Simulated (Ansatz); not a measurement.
C3H8OSi can be A, `CC1C[SiH2]O1`, or B, `O[SiH]1CCC1`.

Gas-phase electronic energies from Ansatz, PBE0-D4/def2-TZVP geometries. CCSD(T)/CBS adds triple-zeta CCSD(T) − MP2 to the extrapolated MP2 energy (def2 sets, frozen cores). DFT in def2-TZVPP. B3LYP here is the variant with VWN-RPA as its local correlation; programs differ in this. Each species was taken in one conformer, which may not be the lowest.

(1) Which is lower in electronic energy at CCSD(T)/CBS, and by how much? (An estimate is asked.)

(2) Give E(B) − E(A) in kcal/mol with B3LYP, PBE-D4, PBE0-D4, MP2/def2-TZVPP, r2SCAN-D4, ωB97M-V, B2PLYP. (Estimate.)

Largest T1 diagnostic: 0.011.

## Answers

(1) The calculation gave: B, by 14.8 kcal/mol.

(2) The calculation gave: B3LYP -13.4, PBE-D4 -14.4, PBE0-D4 -14.9, MP2/def2-TZVPP -15.6, r2SCAN-D4 -14.4, ωB97M-V -14.6, B2PLYP -13.9. None reverses the order clearly.

In def2-TZVPP, CCSD(T) changes the Hartree–Fock value by −2.3 kcal/mol (the triples alone add +0.0 kcal/mol) and MP2 by −3.9 kcal/mol.
